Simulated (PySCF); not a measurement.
Ligands exchanged one at a time, Ge Cl-SH. Gas-phase values, no solvent. One relaxed conformer stands for each flexible species; it need not be the lowest. Strings in code marks are SMILES. All members: neutral, multiplicity 1. Level: ωB97X-D3(BJ)/def2-TZVP // PBE0-D3(BJ)/def2-TZVP (PySCF), beside PBE-D3(BJ)/def2-TZVP // PBE0-D3(BJ)/def2-TZVP (PySCF) at the same geometries.  Orbital energies are measured against the vacuum level.

```json
[
 {"species": "`[Cl][Ge]([Cl])([Cl])[Cl]`", "HOMO, PBE (eV)": "-8.20", "HOMO, ωB97X-D3(BJ) (eV)": "-12.18"},
 {"species": "`[SH][Ge]([Cl])([Cl])[Cl]`", "HOMO, PBE (eV)": "-7.06", "HOMO, ωB97X-D3(BJ) (eV)": "withheld"},
 {"species": "`[SH][Ge]([SH])([Cl])[Cl]` (H–S–Ge–Cl torsion -83°, Cl–Ge–S–H torsion -178°)", "HOMO, PBE (eV)": "-6.87", "HOMO, ωB97X-D3(BJ) (eV)": "-10.59"},
 {"species": "`[SH][Ge]([SH])([SH])[Cl]`", "HOMO, PBE (eV)": "-6.52", "HOMO, ωB97X-D3(BJ) (eV)": "-10.20"},
 {"species": "`[SH][Ge]([SH])([SH])[SH]`", "HOMO, PBE (eV)": "-6.20", "HOMO, ωB97X-D3(BJ) (eV)": "-9.85"}
]
```

Problem. Fit y = a + b·x, y being the HOMO at the first level, to the 4 complete rows by least squares, with x = the PBE value in eV. Give a, b and the rms residual, and predict the withheld value.

Solution. Means of the 4 rows: x̄ = -6.9475, ȳ = -10.705 eV. Σ(x − x̄)² = 2.3163 and Σ(x − x̄)(y − ȳ) = 2.7113, so b = 1.171 and a = ȳ − b·x̄ = -2.569 eV. The rms residual is 0.017 eV. At x = -7.06 the line gives -10.84 eV. The run for `[SH][Ge]([Cl])([Cl])[Cl]` gave -10.82 eV, so the line is off by 0.02 eV, within twice the rms residual.

Codes: PySCF.
